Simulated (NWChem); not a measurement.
System: hexafluoropropylene oxide (C3F6O); SMILES FC(F)(F)C1(F)OC1(F)F

The following NWChem deck was run.

```
start job
memory heap 200 mb stack 900 mb global 1100 mb
geometry units angstroms
  F      1.678212     0.845080     0.918192
  C      1.400636    -0.175732     0.121617
  F      2.262909    -1.151739     0.339222
  O      1.017697     0.083939    -1.153960
  C      0.029428    -0.453655    -0.325746
  F     -0.321162    -1.722952    -0.588028
  C     -1.174940     0.425357     0.022463
  F     -2.168622     0.251468    -0.838601
  F     -0.837185     1.709326     0.016726
  F     -1.632488     0.127115     1.239139
end
basis spherical
  * library 6-31g*
end
dft
  xc b3lyp
  iterations 150
end
driver
  maxiter 120
end
task dft optimize
task dft freq
```

The level has its own optimisation; frequencies are unscaled. Brackets give each atom's bonded neighbours.

Task: Predict the main results of this run. (B3LYP/6-31G* (spherical d).) Quantities: r C–F [C(CFFO)–F(C)] (Å); r C–O [C(CFFO)–O(CC)] (Å); r C–C [C(CCFO)–C(CFFO)] (Å); r C–O [C(CCFO)–O(CC)] (Å); highest harmonic frequency (cm⁻¹); lowest (cm⁻¹); zero-point energy (kcal/mol); dipole (D).

Result: The r C–F [C(CFFO)–F(C)] (Å) is 1.332. The r C–O [C(CFFO)–O(CC)] (Å) comes out as 1.385. The r C–C [C(CCFO)–C(CFFO)] (Å) is 1.457, the r C–O [C(CCFO)–O(CC)] (Å) is 1.430 and the highest harmonic frequency (cm⁻¹) comes out as 1579. The lowest (cm⁻¹) comes out as 38 and the zero-point energy (kcal/mol) is 24.4. The dipole (D) is 0.59.
